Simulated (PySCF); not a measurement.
H8NSi2, charge +1, singlet, geometry from GFN2-xTB. Base run: BHANDHLYP/6-31G, TDDFT (PySCF).

Here is a job for PySCF.
```python
from pyscf import gto, scf, dft, tdscf

mol = gto.Mole()
mol.atom = '''
    Si    1.546008    0.583151   -0.002449
    N     0.167155   -0.703403   -0.131947
    Si   -1.639744   -0.188703    0.076441
    H     2.733442   -0.232166   -0.221359
    H     1.190630    1.493892   -1.079742
    H     1.352102    1.076021    1.352462
    H     0.361785   -1.437156    0.548635
    H     0.256534   -1.164780   -1.036718
    H    -1.791134    0.771461   -1.005904
    H    -1.629662    0.353589    1.426300
    H    -2.331482   -1.459312   -0.095936
'''
mol.basis = '6-31g'
mol.charge = 1
mol.spin = 0
mol.verbose = 4
mol.build()

mf = dft.RKS(mol)
mf.xc = 'bhandhlyp'
mf.kernel()
td = mf.TDDFT()
td.nstates = 5
td.kernel()
td.analyze()
```

The base run was repeated with changes; each row names its change, and settings that it needs were set with it.

```
change                 first excitation (eV)  oscillator strength of the first  second (eV)  core-seconds (rough)                outcome
---------------------  ---------------------  --------------------------------  -----------  --------------------  ---------------------
base                                    8.70                             0.016         8.95                    80              converged
functional = pbe                        7.38                             0.013         7.58                    30              converged
functional = pbe0                       8.12                             0.016         8.35                    70              converged
functional = camb3lyp                   8.42                             0.013         8.65                   100              converged
nstates = 2                             8.70                             0.016         8.95                    80              converged
functional = hf                         9.65                             0.012         9.85                     9              converged
functional = m062x                         -                                 -            -                     -  cut at the time limit
functional = blyp                       7.40                             0.013         7.60                    30              converged
functional = lc_wpbe                    8.84                             0.009         9.05                   100              converged
functional = wb97x                      8.67                             0.012         8.89                   200              converged
```

An iterative solver can miss low states, so a row lists the states that it found.
